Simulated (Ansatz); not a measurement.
Relaxation of a periodic cell of 17 atoms, CuSi$_{16}$ (host Si, host structure diamond, interstitial Cu), to a largest force component of 0.03 eV/Å in at most 60 steps.

Level of theory: DFT PBEsol, scalar-relativistic, plane waves, PAW (Ansatz). Settings: PAW set soft_1, cutoff 420 eV, k mesh 2x2x2, fermi-dirac smearing 0.02 eV, spin collinear.

```xyz
17
Lattice="0.0000 5.4300 5.4300 5.4300 0.0000 5.4300 5.4300 5.4300 0.0000" Properties=species:S:1:pos:R:3
Si 0.000 0.000 0.000
Si 1.357 1.357 1.357
Si 2.715 2.715 0.000
Si 4.072 4.072 1.357
Si 2.715 0.000 2.715
Si 4.072 1.357 4.072
Si 5.430 2.715 2.715
Si 6.787 4.072 4.072
Si 0.000 2.715 2.715
Si 1.357 4.072 4.072
Si 2.715 5.430 2.715
Si 4.072 6.787 4.072
Si 2.715 2.715 5.430
Si 4.072 4.072 6.787
Si 5.430 5.430 5.430
Si 6.787 6.787 6.787
Cu 7.517 8.831 7.430
```

Question: Where does it end, and by what steps?

Answer: The forces met the threshold. Limits of this set-up: coarse k mesh, PAW files made for another functional. After 4 steps the energy has fallen by 0.478 eV; Si15 moved furthest, 0.22 Å.

| step | energy less start (eV) | largest force component (eV/Å) | accepted |
| --- | --- | --- | --- |
| 0 | 0.0000 | 1.906 | yes |
| 1 | -0.3485 | 0.817 | yes |
| 2 | -0.4667 | 0.136 | yes |
| 3 | -0.4770 | 0.039 | yes |
| 4 | -0.4777 | 0.008 | yes |

```xyz
17
Lattice="0.0000 5.4300 5.4300 5.4300 0.0000 5.4300 5.4300 5.4300 0.0000" Properties=species:S:1:pos:R:3
Si 0.116 -0.112 0.110
Si 1.401 1.369 1.396
Si 2.677 2.756 0.009
Si 4.065 4.033 1.396
Si 2.775 0.073 2.769
Si 4.203 1.231 4.198
Si 5.361 2.659 2.769
Si 6.734 4.130 4.143
Si 0.014 2.756 2.672
Si 1.401 4.033 4.060
Si 2.677 5.420 2.672
Si 3.962 6.901 3.957
Si 2.774 2.659 5.356
Si 4.148 4.130 6.728
Si 5.305 5.558 5.300
Si 6.734 6.715 6.728
Cu 7.471 8.822 7.466
```

Whether the end is a true minimum wasn't checked by a vibrational analysis.

Time of the run: 46 s on 2 threads of Arm Neoverse V2, on a shared host, peak memory 0.74 GiB.
